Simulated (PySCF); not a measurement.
**Steps of a relaxation of OsO2(OH)2**

OsO2(OH)2 (singlet). PySCF 2.14.0, RKS PBE0, Os def2-SVP with ECP60, O def2-SVP, H def2-SVP; non-relativistic Hamiltonian with scalar-relativistic core potentials where named; density fitting; no spin-orbit coupling. Origin of the start: template. Columns: position (Å) and force (eV/Å). Energies are counted from the last step; some of the 17 steps are shown. Forces carry noise of the integration grid, about 0.01 to 0.03 eV/Å.

Run from Python with OMP_NUM_THREADS=2. Where DIIS fails, smearing, a level shift and second-order steps follow.
It took 56 s on 2 threads of Arm Neoverse V1, with other jobs on the host, from the converged density of the start.

```xyz
7
step 0  E = 8.296 eV
Os    0.0000    0.0000    0.0333     0.00    0.00  -17.89
O     0.8459    0.8459    0.8792    16.14   16.72   14.14
O    -0.8459   -0.8459    0.8792   -16.14  -16.72   14.14
O     1.0060   -1.0060   -0.9727     5.09   -5.25   -4.44
H     1.2496   -1.5996   -1.6944    -0.77    0.73   -0.76
O    -1.0060    1.0060   -0.9727    -5.09    5.25   -4.44
H    -1.2496    1.5996   -1.6944     0.77   -0.73   -0.76
```

```xyz
7
step 5  E = 0.742 eV
Os    0.0000    0.0000    0.1784     0.00    0.00   -0.95
O     1.0626    1.1323    0.8734    -0.29   -0.35   -0.06
O    -1.0626   -1.1323    0.8734     0.29    0.35   -0.06
O     1.1316   -1.1168   -0.8967    -0.20    0.04   -0.02
H     1.0122   -1.3693   -1.8369    -0.36    0.71    0.56
O    -1.1316    1.1168   -0.8967     0.20   -0.04   -0.02
H    -1.0122    1.3693   -1.8369     0.36   -0.71    0.56
```

```xyz
7
step 11  E = 0.005 eV
Os    0.0000    0.0000    0.3034     0.00    0.00    0.51
O     1.0519    1.0364    1.1155     0.07    0.02   -0.03
O    -1.0519   -1.0364    1.1155    -0.07   -0.03   -0.03
O     0.8855   -0.9265   -1.0697    -0.04    0.11   -0.39
H     0.6127   -0.6468   -1.9685     0.10   -0.11    0.17
O    -0.8855    0.9265   -1.0697     0.04   -0.11   -0.39
H    -0.6127    0.6468   -1.9685    -0.10    0.11    0.17
```

Q: Where does the relaxation end?

A: It converges at step 16 in nearly C2v:
```xyz
7
step 16  E = 0
Os    0.0000    0.0000    0.3112
O     1.0603    1.0335    1.1169
O    -1.0603   -1.0335    1.1169
O     0.8896   -0.9177   -1.0733
H     0.6166   -0.6508   -1.9703
O    -0.8896    0.9177   -1.0733
H    -0.6166    0.6508   -1.9703
```

Q: How did the contacts change?

A: 
| contact | start (Å) | end (Å) |
| --- | --- | --- |
| Os1–O2 (O) | 1.465 | 1.686 |
| Os1–O3 (O) | 1.465 | 1.686 |
| Os1–O4 (OH) | 1.742 | 1.884 |
| Os1–O6 (OH) | 1.742 | 1.884 |
